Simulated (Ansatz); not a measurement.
Born–Oppenheimer molecular dynamics of H$_{4}$OSn (6 atoms, charge 0, multiplicity 1). It starts at the highest image of a converged band, a first-order saddle point between two minima.

Theory: Ansatz 0.2.0, RKS B3LYP/def2-SVP.

```yaml
ensemble: NVE (velocity Verlet)
time_step: 0.5 fs
steps_asked: 200
starting_velocities_drawn_for: 300 K
seed: 5490
```

First frame:

```xyz
6
Properties=species:S:1:pos:R:3
Sn -0.333 0.087 0.493
H 1.035 -0.030 1.546
H 1.585 0.103 0.173
H -0.325 1.372 -0.637
O -0.739 -1.596 -0.534
H -1.284 -2.181 0.010
```

Task: How far do the bonds stretch over the last three quarters of this one trajectory? (Pairs bonded in most of those frames.)

Result: 
```
  bond  mean (Å)  spread (Å)  shortest  longest
Sn1–H2     1.794       0.092      1.65     1.97
Sn1–H3     1.776       0.098      1.60     2.00
Sn1–H4     1.752       0.036      1.69     1.83
Sn1–O5     2.010       0.018      1.98     2.04
 O5–H6     0.970       0.007      0.96     0.99
```

Mean temperature of the second half: 2343 K. The conserved energy stayed within 0.26 meV per atom of its start (net change -0.16 meV per atom), so the integration is sound. The kinetic energy rose, since the run started high on the potential surface and went downhill. A run of 0.1 ps of so small a system gives no equilibrium averages. The orbitals stay closed-shell, which can raise the energy where a bond breaks towards radicals; this wasn't checked here.

Run time: 6.7 min on 1 thread of Arm Neoverse V1, on a shared host, peak memory 0.11 GiB.
